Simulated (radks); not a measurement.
Fractional charge and spin in the 4p shell of niobium: the spin-up occupation runs from 2 to 3 and the spin-down occupation from 2 to 3; the fullest corner is Nb2+, [Ar] 3d10 4s2 4d(up 1.5, down 1.5) 4p(up 3, down 3). All-electron calculation, scalar-relativistic Kohn-Sham, LDA (Slater exchange, Perdew-Wang correlation), spin-polarised, spherical densities, point nucleus. Program: a radial shooting solver on a logarithmic mesh with Libxc functionals. Energy (eV) above the fullest corner. The planes named below are the two flat planes that join the four corners, with an edge along up + down = one added electron.

down \ up        2     2.25     2.5    2.75       3
2          133.431  113.364  94.264  76.116  58.905
2.25       113.364   94.327  76.239  59.087  42.854
2.5         94.264   76.239  59.147  42.973  27.699
2.75        76.116   59.087  42.973  27.757  13.421
3           58.905   42.854  27.699  13.421   0.000

Corners above the fullest one (they belong to Nb3+ and the next ion): (up 3, down 2) 58.905 eV, (up 2, down 3) 58.905 eV, (up 2, down 2) 133.43 eV. With half an added electron in each spin the energy lies 0.242 eV from the planes, and with half an added electron in spin up alone -1.904 eV. The planes are only a guide here: the flat-plane condition holds for ground states with one frontier orbital, while this shell lies below other occupied shells, so the corners above the fullest one are inner-hole states and not the ground states of those ions.
